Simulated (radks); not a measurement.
Task: The mean radii <r> (bohr) of the occupied orbitals of an atom or ion are listed with their occupations. Calculated with a radial shooting solver on a logarithmic mesh with Libxc functionals: scalar-relativistic Kohn-Sham, LDA (Slater exchange, Perdew-Wang correlation), spin-polarised, spherical densities, finite nucleus; Fermi nuclear charge, rms radius of each element as measured or else 0.836 A^(1/3) + 0.57 fm.

orbital  occ.      <r>
1s up       1  0.02725
1s down     1  0.02725
2s up       1   0.1173
2s down     1   0.1173
2p up       3   0.1025
2p down     3   0.1025
3s up       1   0.3146
3s down     1   0.3146
3p up       3   0.3125
3p down     3   0.3125
3d up       5   0.2888
3d down     5   0.2888
4s up       1   0.7401
4s down     1   0.7398
4p up       3   0.7924
4p down     3   0.7915
4d up       5   0.9221
4d down     5   0.9168
5s up       1    1.882
5s down     1    1.874
5p up       3    2.231
6s up       1    4.668

Name the element and its charge. Open shells, if any, are filled with parallel spins first.

Result: Z = 53, iodine, charge +1: I+ in [Kr] 4d10 5s2 5p3 6s1. The 1s radius gives Z: for a bare nucleus <r> = (2 gamma + 1)/(2Z) with gamma = sqrt(1 - (Z/c)^2), 0.02683 bohr for Z = 53, and screening makes it slightly larger (0.02725 here). The occupations add up to 52, and the charge is Z minus that.
